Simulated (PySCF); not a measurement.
**Radial density of Sr (strontium, neutral)**

wB97X, [Kr] 5p2, high-spin 3P determinant (an excited configuration). All numbers are calculated (PySCF 2.14, scalar relativity by spin-free X2C-1e, in aug-cc-pVDZ-X2C (7s6p4d, 45 functions)).

```tsv
r (bohr)	4πr²ρ (e/bohr)	4πr²(ρα − ρβ)
0.0286	47.60	0.0010
0.0481	40.37	0.0034
0.0809	46.62	0.0067
0.136	56.43	0.0029
0.229	34.24	0.0034
0.385	41.56	0.0164
0.648	20.39	0.0012
1.09	7.596	0.0559
1.83	3.982	0.0024
3.08	0.4851	0.2169
5.19	0.4213	0.4203
8.72	0.1053	0.1052
14.7	0.0006019	0.0006
```

Densities and radii are taken from the X2C orbitals without a picture-change correction, which distorts them close to the nucleus.
